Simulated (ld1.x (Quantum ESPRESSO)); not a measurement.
# Varying the PAW potential for selenium (Se)

Base potential:

```
Element                 : Se (Z = 34)
Generator               : ld1.x (Quantum ESPRESSO) 7.5
Type                    : PAW
Functional              : BLYP
Relativity              : scalar-relativistic
Frozen core             : [Ar] 3d10
Valence charge          : 6
Reference configuration : 4s2 4p3 (charge +1)
Partial waves           : 4s (bound): rcut 1.50, rcutus 1.70 bohr; 4s channel at -0.95 Ry: rcut 1.50, rcutus 1.70 bohr; 4p (bound): rcut 1.40, rcutus 1.60 bohr; 4p channel at 0.15 Ry: rcut 1.40, rcutus 1.60 bohr; 4d channel at 0.25 Ry: rcut 1.00, rcutus 1.35 bohr; 4d channel at 1.4 Ry: rcut 1.00, rcutus 1.35 bohr
Local potential         : all-electron potential smoothed inside 1.20 bohr (lloc = -1)
Core correction         : Bessel-smoothed model core inside 0.85 bohr
Augmentation charge     : PSQ, inside the norm-conserving radii
```

Cutoffs, loose and tight: the cutoffs (Ry, on a coarse ladder) from which the occupation-weighted sum of valence levels, in a spherical-Bessel basis at the reference potential, stays within 10 and 1 mRy of its value at 400 Ry. They do not see the model core or the augmentation charge, which bear on the density cutoff. Test errors are all-electron minus pseudo excitation energies from the reference, over the configurations 4s2 4p4; 4s2 4p2; 4s2 4p1; 4s2 4p4.3; 4s1 4p5; 4s2 4p3.5; 4s0 4p6. A dash means not determined; rows that change the core or the reference have their own tests.

A true bound ghost makes a file unfit for plane-wave use even where its test errors are small: the radial tests pick states by their node count and pass the ghost by.

| change | outcome | cutoff, loose | cutoff, tight | bound ghosts | largest test error (meV) |
| --- | --- | --- | --- | --- | --- |
| base | generated | 10 Ry | 25 Ry | d | -67 |
| local potential all-electron potential smoothed inside 0.72 bohr (lloc = -1) | generated | 10 Ry | 160 Ry | s, d, p | -73 |
| local potential all-electron potential smoothed inside 0.82 bohr (lloc = -1) | generated | 25 Ry | 25 Ry | s, d | -73 |
| local potential all-electron potential smoothed inside 1.16 bohr (lloc = -1) | generated | 10 Ry | 25 Ry | d | -64 |
| local potential all-electron potential smoothed inside 1.34 bohr (lloc = -1) | generated | 10 Ry | 25 Ry | d | -70 |
| local potential all-electron potential smoothed inside 1.46 bohr (lloc = -1) | generated | 10 Ry | 25 Ry | d | -71 |
| local potential all-electron potential smoothed inside 1.64 bohr (lloc = -1) | generated | 10 Ry | 25 Ry | d | -71 |
| local potential all-electron potential smoothed inside 1.82 bohr (lloc = -1) | generated | 10 Ry | 25 Ry | d | -71 |
| local potential all-electron potential smoothed inside 1.92 bohr (lloc = -1) | generated | 10 Ry | 25 Ry | d | -71 |

What comes out with this change to the base: local potential all-electron potential smoothed inside 1.04 bohr (lloc = -1)?

outcome: generated; cutoff, loose: 10 Ry; cutoff, tight: 21 Ry; bound ghosts: d, s; largest test error (meV): -79.

Reading the sweep of the rcloc (base included, trends over the rows without a ghost): Bound ghosts are found at 0.72, 0.82, 1.04, 1.16, 1.2, 1.34, 1.46, 1.64, 1.82, 1.92 bohr. Every judged row has one, so this setting neither creates nor removes them.
